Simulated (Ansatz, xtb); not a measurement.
# Relative energy of two isomers of ClF2HOSi2

Structure X: `F[Si]O[Si@@H](F)Cl`, a singlet. Structure Y: `F[SiH](F)O[Si]Cl`, a singlet. Both are isolated molecules in the gas phase, relaxed with B3LYP/6-31G*; the shapes shown needn't be the lowest conformers.

X (Å):

```json
{"atom": "Cl", "x (Å)": "-2.1259", "y (Å)": "0.9822", "z (Å)": "-0.0832"}
{"atom": "F", "x (Å)": "0.2329", "y (Å)": "2.7800", "z (Å)": "0.0241"}
{"atom": "F", "x (Å)": "-2.3502", "y (Å)": "1.5283", "z (Å)": "4.0212"}
{"atom": "O", "x (Å)": "-0.4741", "y (Å)": "1.7729", "z (Å)": "2.3332"}
{"atom": "Si", "x (Å)": "-1.0327", "y (Å)": "2.4000", "z (Å)": "0.9247"}
{"atom": "Si", "x (Å)": "-0.7561", "y (Å)": "1.2337", "z (Å)": "3.8873"}
{"atom": "H", "x (Å)": "-1.8552", "y (Å)": "3.5998", "z (Å)": "1.1312"}
```

Y (Å):

```yaml
atoms:
  - { symbol: Cl, position_ang: [-0.9426, 2.8112, 0.7627] }
  - { symbol: F, position_ang: [-0.3513, -1.4136, -1.8908] }
  - { symbol: F, position_ang: [-1.8933, -2.0852, 0.0611] }
  - { symbol: O, position_ang: [-0.2853, -0.0384, 0.3353] }
  - { symbol: Si, position_ang: [-1.2601, -0.8414, -0.7113] }
  - { symbol: Si, position_ang: [0.3506, 1.1850, 1.2511] }
  - { symbol: H, position_ang: [-2.3219, 0.0085, -1.2575] }
```

Task: Which of the two would you expect CCSD(T)/def2-SVP + ΔMP2/def2-TZVPP electronic energies to favour?

Result: Not settled: CCSD(T)/def2-SVP + ΔMP2/def2-TZVPP gives E(Y) − E(X) = −1.81 kcal/mol, but this leans on the basis-set step: CCSD(T) alone gives −0.67 kcal/mol.

The same difference at several levels:

```json
{"level": "GFN2-xTB", "geometry": "GFN2-xTB", "E(Y) − E(X) (kcal/mol)": "−3.78", "departure from the last row (kcal/mol)": "−1.97", "job, with rough time for the two": "optimisation, 0.59 s"}
{"level": "HF/STO-3G", "geometry": "GFN2-xTB", "E(Y) − E(X) (kcal/mol)": "−5.73", "departure from the last row (kcal/mol)": "−3.92", "job, with rough time for the two": "single point, 0.44 s"}
{"level": "r2SCAN-D4/def2-SVP", "geometry": "GFN2-xTB", "E(Y) − E(X) (kcal/mol)": "−2.26", "departure from the last row (kcal/mol)": "−0.45", "job, with rough time for the two": "single point, 3.4 s"}
{"level": "B3LYP/6-31G*", "geometry": "B3LYP/6-31G*", "E(Y) − E(X) (kcal/mol)": "−2.27", "departure from the last row (kcal/mol)": "−0.46", "job, with rough time for the two": "optimisation, 61 s"}
{"level": "HF/def2-SVP", "geometry": "B3LYP/6-31G*", "E(Y) − E(X) (kcal/mol)": "−2.07", "departure from the last row (kcal/mol)": "−0.27", "job, with rough time for the two": "part of the CCSD(T) run"}
{"level": "MP2/def2-SVP", "geometry": "B3LYP/6-31G*", "E(Y) − E(X) (kcal/mol)": "−0.41", "departure from the last row (kcal/mol)": "+1.40", "job, with rough time for the two": "part of the CCSD(T) run"}
{"level": "CCSD(T)/def2-SVP", "geometry": "B3LYP/6-31G*", "E(Y) − E(X) (kcal/mol)": "−0.67", "departure from the last row (kcal/mol)": "+1.14", "job, with rough time for the two": "single point"}
{"level": "CCSD(T)/def2-SVP + ΔMP2/def2-TZVPP", "geometry": "B3LYP/6-31G*", "E(Y) − E(X) (kcal/mol)": "−1.81", "departure from the last row (kcal/mol)": "", "job, with rough time for the two": "single point, 31 s"}
```

As drawn, both hold the same kinds of bond in the same numbers.

MP2/def2-SVP finds them nearly level. The largest departure from CCSD(T)/def2-SVP + ΔMP2/def2-TZVPP is that of HF/STO-3G, 3.92 kcal/mol. A small imaginary or near-zero mode remains, so no thermal terms are given. The last row adds to CCSD(T) the change of the MP2 difference between the two basis sets, here −1.14 kcal/mol.

The correlated steps freeze 18 core orbitals. Run with Ansatz 0.2.0, xtb 6.7.1; the last row on 1 thread of Intel(R) Xeon(R) 6975P-C (Granite Rapids) on a shared host.
